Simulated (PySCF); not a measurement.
CdH2OSe. Atoms are numbered in the order given.

```xyz
5

Cd     0.4002    -0.6021    -0.1486
O      1.3836    -2.2587    -0.6428
H      2.1472    -2.4228    -0.0793
Se    -0.9014     1.4321     0.3264
H     -1.7779     0.7011     1.2579
```
Charge 0, spin multiplicity 1.

Geometry: B3LYP-D3(BJ)/def2-TZVP. The def2 effective core potentials stand for the cores of Cd; spin–orbit coupling is left out. One conformer was computed; it need not be the lowest.

All values below come from PySCF with TDDFT-M06-2X/def2-SVPD.

Vertical excitations. 

Computed excitation energies, oscillator strengths and character:
```
state  energy (eV)  λ (nm)      f                                                                main pairs
-----  -----------  ------  -----  ------------------------------------------------------------------------
S1            4.30     288  0.025                                                            HOMO→LUMO 95 %
S2            5.20     239  0.002                                        HOMO→LUMO+1 81 %, HOMO→LUMO+3 12 %
S3            5.25     236  0.017                                                          HOMO−2→LUMO 90 %
S4            5.66     219  0.018                                        HOMO→LUMO+2 65 %, HOMO−1→LUMO 29 %
S5            5.76     215  0.012                      HOMO→LUMO+3 60 %, HOMO→LUMO+4 17 %, HOMO→LUMO+1 16 %
S6            6.22     199  0.270  HOMO−3→LUMO 28 %, HOMO−1→LUMO 26 %, HOMO−2→LUMO+1 18 %, HOMO→LUMO+2 15 %
S7            6.56     189  0.022                                      HOMO−1→LUMO+1 64 %, HOMO−3→LUMO 16 %
S8            6.81     182  0.255   HOMO−3→LUMO 23 %, HOMO−1→LUMO 22 %, HOMO−1→LUMO+1 20 %, HOMO→LUMO+2 9 %
S9            6.90     180  0.040                                    HOMO−1→LUMO+2 61 %, HOMO−2→LUMO+2 27 %
S10           6.96     178  0.041                                    HOMO−2→LUMO+2 66 %, HOMO−1→LUMO+2 19 %
T1            4.04     307      0                                                            HOMO→LUMO 94 %
T2            4.90     253      0                                        HOMO−2→LUMO 50 %, HOMO−1→LUMO 37 %
T3            4.95     250      0                                        HOMO−1→LUMO 44 %, HOMO−2→LUMO 39 %
T4            4.98     249      0                                        HOMO→LUMO+1 57 %, HOMO→LUMO+3 27 %
```
Triplets are in the Tamm–Dancoff approximation, which puts them higher than full response would, so one can lie above its singlet here.
